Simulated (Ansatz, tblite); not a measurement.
Spin states of Bi₃⁺ (the lowest singlet isomer of a short search), each relaxed with B3LYP-D4/def2-SVP in Ansatz. Electronic energies in the gas phase.

In the def2 sets Bi takes a core potential; there is no spin–orbit coupling. The xTB rows come from tblite. B3LYP takes the VWN-RPA correlation. HSE06 is defined as in plane-wave codes, on full-range PBE exchange. Correlated methods freeze 12 core orbitals; core or outer-core shells of Bi are correlated, in sets that lack core-valence functions. The structure comes from a short search, and lower isomers may exist.

Singlet geometry (D3h within 0.1 Å):

```xyz
3

Bi    1.631   -0.423    0.028
Bi   -1.176   -1.152    0.362
Bi   -0.455    1.575   -0.390
```

Triplet geometry (C2v within 0.1 Å):

Cartesian coordinates in Å:
```
Bi -0.941 -1.241 -1.033
Bi -0.383 0.735 1.675
Bi 1.324 0.506 -0.642
```

Quintet geometry (C2v within 0.1 Å):

```xyz
3

Bi   -0.7725   -0.6370    1.6277
Bi   -0.4580   -0.8112   -1.4261
Bi    1.2306    1.4482   -0.2017
```

⟨S²⟩: triplet 2.28 at PBE0-D4/def2-TZVP (pure 2.00), quintet 6.03 at PBE0-D4/def2-TZVP (pure 6.00).

Run but left out: HF/def2-TZVP (singlet: restricted singlet, unstable towards broken spin symmetry); r2SCAN-D4/def2-TZVP, r2SCANh-D4/def2-TZVP, BHLYP-D4/def2-TZVP, CAM-B3LYP-D4/def2-TZVP, LC-ωPBE/def2-TZVP, B2PLYP/def2-TZVP, PBE-QIDH/def2-TZVP, MP2/def2-TZVP (triplet: ⟨S²⟩ 2.32 to 2.94, where a pure state has 2.00); MP2/def2-TZVP (quintet: ⟨S²⟩ 6.23, where a pure state has 6.00).

Only these spin states were relaxed.

Estimate which spin state lies lowest at each of these levels, and by how much: GFN1-xTB; GFN2-xTB; LDA (SPW92)/def2-TZVP; PBE-D4/def2-TZVP; revPBE-D4/def2-TZVP; B97M-V/def2-TZVP; B3LYP-D4/def2-TZVP; PBE0-D4/def2-TZVP; HSE06-D4/def2-TZVP; RPA@PBE/def2-TZVP.


```csv
level,triplet − singlet (kcal/mol),quintet − singlet (kcal/mol),lowest of these,remarks
GFN1-xTB,35.0,74.9,singlet,–
GFN2-xTB,22.5,63.7,singlet,–
LDA (SPW92)/def2-TZVP,32.8,69.5,singlet,–
PBE-D4/def2-TZVP,28.0,57.8,singlet,–
revPBE-D4/def2-TZVP,26.3,53.9,singlet,–
B97M-V/def2-TZVP,28.5,57.7,singlet,–
B3LYP-D4/def2-TZVP,26.9,54.1,singlet,spin-contaminated (⟨S²⟩ 2.16) (triplet)
PBE0-D4/def2-TZVP,25.9,51.7,singlet,spin-contaminated (⟨S²⟩ 2.28) (triplet)
HSE06-D4/def2-TZVP,25.8,51.8,singlet,spin-contaminated (⟨S²⟩ 2.27) (triplet)
RPA@PBE/def2-TZVP,27.7,53.8,singlet,–
```

Change of the quintet − singlet gap on mixing in exact exchange, in kcal/mol: PBE to PBE0 (25 % exact exchange) -6.1. The xTB methods have no spin-polarisation term.
